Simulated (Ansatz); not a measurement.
Input for Ansatz (a program for electronic structure): U-wB97X-V/cc-pV(T+d)Z on CH4Si (SMILES C[SiH]), a point of a bond scan (R = 3.488 Å). Files ending in .json are basis or fitting sets from the Basis Set Exchange.

Ansatz 0.2 input:
```yaml
crystal:
  periodic: [false, false, false]
  atoms:
    - {symbol: Si, position_ang: [-0.44283511, -0.33733196, 0.51775234]}
    - {symbol: H, position_ang: [-1.42990117, -0.70043934, -0.59087342]}
    - {symbol: C, position_ang: [0.77076815, 0.54410571, -0.65073574]}
    - {symbol: H, position_ang: [3.57504473, 1.83850219, 0.96947012]}
    - {symbol: H, position_ang: [0.25620507, 1.35865472, -1.17489853]}
    - {symbol: H, position_ang: [1.10167411, -0.14880677, -1.43392500]}
basis:
  gaussian:
    orbitals: cc-pV_T+d_Z.json
hamiltonian:
  xc: {name: wB97X-V}
magnetization: {spin_polarized: true, initial_magnetization: 0}
```

The log:

```
WARN ansatz: RAYON_NUM_THREADS=1 ignored (pool sized by the plan → 1); use --threads N
Functional definition: wB97X-V
integrals: 0.05 GiB planned
721 factors; their error is unknown
integrals: 0.08 GiB planned
175 factors; integrals over basis functions are off by at most 3.3e-5 eV
mean field: 0.58 GiB planned
mean field evaluation 1: about -8959.7581 eV, gradient 3.5e1 eV
mean field evaluation 2: about -8951.2163 eV, gradient 4.7e1 eV
mean field evaluation 4: about -8969.6812 eV, gradient 2.3e0 eV
mean field evaluation 8: about -8969.7293 eV, gradient 6.0e-2 eV
mean field evaluation 16: about -8969.7594 eV, gradient 2.9e-3 eV
mean field evaluation 32: about -8972.0903 eV, gradient 9.9e-6 eV
mean field evaluation 64: about -8972.0903 eV, gradient 4.7e-6 eV
mean field -8972.09026889 eV, -329.7182358807 hartree, gradient 9.9e-6 eV, S^2 0.994491; 4 other end points of the search recorded, 0 dependent functions left out
reference -8972.09026855 eV, -329.7182358679 hartree; 12, 12 occupied and 113, 113 virtual orbitals, 721 factors
Total energy: -8972.09026855 eV, -329.7182358679 hartree
```

Self-consistency was reached. Its determinant has ⟨S²⟩ = 0.99, a mixture of spin states.

Cost: about 40 core-seconds (a rough figure).
